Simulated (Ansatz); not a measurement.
A nudged elastic band was laid between two geometries of Cl4H2SSn (8 atoms, charge 0, multiplicity 1).

The calculation used RKS PBE0-D4/def2-SVP (Ansatz).

* movable images: 5
* climbing image: yes
* spring: 5.0 eV/Å²
* optimiser: quadratic models (default)
* start path: through a guess of the saddle point
* force threshold: 0.05 eV/Å
* iteration limit: 60
* end points: relaxed

Image 0:

```xyz
8
Properties=species:S:1:pos:R:3
Sn 0.087 0.055 0.072
Cl 0.543 0.271 2.350
Cl 2.231 0.011 -0.850
Cl -0.875 1.879 -1.017
Cl -0.759 -2.027 -0.568
S -2.684 0.205 1.318
H -3.377 -0.260 0.256
H -2.665 -1.005 1.917
```

Image 6:

```xyz
8
Properties=species:S:1:pos:R:3
Sn -0.601 0.275 -0.561
Cl -0.346 -1.485 2.964
Cl 1.473 0.785 0.336
Cl -0.811 1.499 -2.527
Cl -0.764 -1.976 -1.110
S -2.367 0.830 0.975
H -2.993 -0.340 0.706
H -1.090 -0.460 2.695
```

Question: What changes between the two ends?

Answer: Bonds broken: Sn1–Cl2, S6–H8. Bonds formed: Sn1–S6, Cl2–H8. Cl4H2SSn becomes Cl3HSSn + ClH.

Question: What energy profile does the band end with?

Answer: The run converged. The highest image is number 3 of 0 to 6, 77.5 kJ/mol above the first end and 52.1 kJ/mol above the last; the last end lies 25.4 kJ/mol above the first. A vibrational analysis at the climbing image gives one clearly imaginary mode, 557i cm⁻¹: a first-order saddle point. The orbitals stay closed-shell, which can raise the energy where a bond breaks towards radicals; this wasn't checked here.

```json
{"image": "0", "path coordinate (Å)": "0.00", "energy (kJ/mol)": "0.0", "Sn1–Cl2 (Å)": "2.33", "S6–H8 (Å)": "1.35", "Sn1–S6 (Å)": "3.04"}
{"image": "1", "path coordinate (Å)": "1.14", "energy (kJ/mol)": "11.9", "Sn1–Cl2 (Å)": "2.35", "S6–H8 (Å)": "1.35", "Sn1–S6 (Å)": "2.99"}
{"image": "2", "path coordinate (Å)": "2.28", "energy (kJ/mol)": "36.7", "Sn1–Cl2 (Å)": "2.39", "S6–H8 (Å)": "1.36", "Sn1–S6 (Å)": "2.86"}
{"image": "3", "path coordinate (Å)": "3.42", "energy (kJ/mol)": "77.5", "Sn1–Cl2 (Å)": "2.65", "S6–H8 (Å)": "1.59", "Sn1–S6 (Å)": "2.58"}
{"image": "4", "path coordinate (Å)": "3.96", "energy (kJ/mol)": "46.9", "Sn1–Cl2 (Å)": "3.02", "S6–H8 (Å)": "2.05", "Sn1–S6 (Å)": "2.46"}
{"image": "5", "path coordinate (Å)": "4.49", "energy (kJ/mol)": "28.4", "Sn1–Cl2 (Å)": "3.52", "S6–H8 (Å)": "2.33", "Sn1–S6 (Å)": "2.42"}
{"image": "6", "path coordinate (Å)": "5.03", "energy (kJ/mol)": "25.4", "Sn1–Cl2 (Å)": "3.95", "S6–H8 (Å)": "2.50", "Sn1–S6 (Å)": "2.41"}
```

Question: What is the geometry of the highest image?

Answer: 
```xyz
8
Properties=species:S:1:pos:R:3
Sn -0.373 -0.003 -0.143
Cl -0.159 -1.242 2.193
Cl 1.771 0.829 0.203
Cl -1.037 1.396 -1.916
Cl -0.717 -2.081 -1.136
S -2.346 0.738 1.340
H -3.149 -0.195 0.775
H -1.488 -0.315 2.163
```

Question: What are the harmonic wavenumbers there?

Answer: 557i, 29, 66, 116, 130, 131, 146, 232, 294, 338, 363, 370, 406, 438, 604, 1030, 1197, 2697 cm⁻¹.

The band took 29 iterations and about 21 core-minutes.

Run time: 5.5 min on 4 threads of Arm Neoverse V2 (shared host), peak memory 0.44 GiB.
